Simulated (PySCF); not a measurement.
Compound: C2H11NOSi4.
SMILES with atom numbers: `[CH3:1][C:2](=[O:3])[NH:4][SiH:5]1[SiH2:6][SiH2:7][SiH2:8]1` (hydrogens: H9, H10, H11 on C1; H12 on N4; H13 on Si5; H14, H15 on Si6; H16, H17 on Si7; H18, H19 on Si8)

The same species was optimised twice, with GFN2-xTB and with PBE0-D3(BJ)/def2-SVP (PySCF), and the same property calculations (PySCF, gas phase) were run on both structures.

```
       coordinate  GFN2-xTB  PBE0-D3(BJ)/def2-SVP  change
        C2–N4 (Å)     1.332                 1.353  +0.021
      Si7–Si8 (Å)     2.355                 2.365  +0.010
      Si6–Si7 (Å)     2.355                 2.364  +0.009
       N4–Si5 (Å)     1.789                 1.795  +0.006
        C1–C2 (Å)     1.509                 1.504  -0.005
      Si5–Si8 (Å)     2.364                 2.369  +0.005
      Si5–Si6 (Å)     2.363                 2.368  +0.005
        C2=O3 (Å)     1.228                 1.230  +0.002
   N4–Si5–Si8 (°)     107.2                 110.8    +3.6
   N4–Si5–Si6 (°)     107.1                 110.6    +3.5
    C2–N4–Si5 (°)     114.9                 113.6    -1.3
  Si6–Si7–Si8 (°)      90.7                  89.8    -0.9
     C1–C2–N4 (°)     117.9                 118.8    +0.9
  Si6–Si5–Si8 (°)      90.3                  89.6    -0.7
     O3–C2–N4 (°)     119.4                 118.8    -0.6
     C1–C2–O3 (°)     122.8                 122.5    -0.3
 C1–C2–N4–Si5 (°)       180                   180       0
C2–N4–Si5–Si6 (°)        48                    49      +1
```

Rotational constants: A = 1442, B = 766.1, C = 741.9 MHz (GFN2-xTB) against A = 1426, B = 748.0, C = 734.1 MHz (PBE0-D3(BJ)/def2-SVP).

On the GFN2-xTB structure: HOMO (eV) -7.00 [PBE0/pcSseg-1]; LUMO (eV) -1.04 [PBE0/pcSseg-1]; dipole (D) 4.09 [PBE0/pcSseg-1]; GIAO shielding of C1 (ppm) 162.6 [PBE0/pcSseg-1]; GIAO shielding of C2 (ppm) 6.3 [PBE0/pcSseg-1]; GIAO shielding of O3 (ppm) -124.0 [PBE0/pcSseg-1]; GIAO shielding of N4 (ppm) 137.1 [PBE0/pcSseg-1]; GIAO shielding of Si5 (ppm) 375.2 [PBE0/pcSseg-1]; GIAO shielding of Si6/Si8 (mean) (ppm) 422.5 [PBE0/pcSseg-1]; GIAO shielding of Si7 (ppm) 448.5 [PBE0/pcSseg-1].

What do these properties become on the PBE0-D3(BJ)/def2-SVP structure?

```
                                    property          level  on GFN2-xTB  on PBE0-D3(BJ)/def2-SVP  change
                                   HOMO (eV)  PBE0/pcSseg-1        -7.00                    -6.97   +0.03
                                   LUMO (eV)  PBE0/pcSseg-1        -1.04                    -0.78   +0.26
                                  dipole (D)  PBE0/pcSseg-1         4.09                     4.28   +0.19
energy, GFN2-xTB geometry as zero (kcal/mol)  PBE0/pcSseg-1          0.0                     -4.5    -4.5
                  GIAO shielding of C1 (ppm)  PBE0/pcSseg-1        162.6                    161.2    -1.4
                  GIAO shielding of C2 (ppm)  PBE0/pcSseg-1          6.3                      4.5    -1.8
                  GIAO shielding of O3 (ppm)  PBE0/pcSseg-1       -124.0                   -132.8    -8.8
                  GIAO shielding of N4 (ppm)  PBE0/pcSseg-1        137.1                    139.0    +1.9
                 GIAO shielding of Si5 (ppm)  PBE0/pcSseg-1        375.2                    374.6    -0.6
      GIAO shielding of Si6/Si8 (mean) (ppm)  PBE0/pcSseg-1        422.5                    425.0    +2.5
                 GIAO shielding of Si7 (ppm)  PBE0/pcSseg-1        448.5                    442.8    -5.7
```

The heavy atoms differ by 0.060 Å rms after alignment. Among bonds between heavy atoms C2–N4 changes most (+0.021 Å). Changes are differences of the printed values. Neither structure is proved a minimum here.

The values belong to the conformer `[CH3:1][C:2](=[O:3])[NH:4][SiH:5]1[SiH2:6][SiH2:7][SiH2:8]1`: C1–C2–N4–Si5 180°, C2–N4–Si5–Si6 49°.
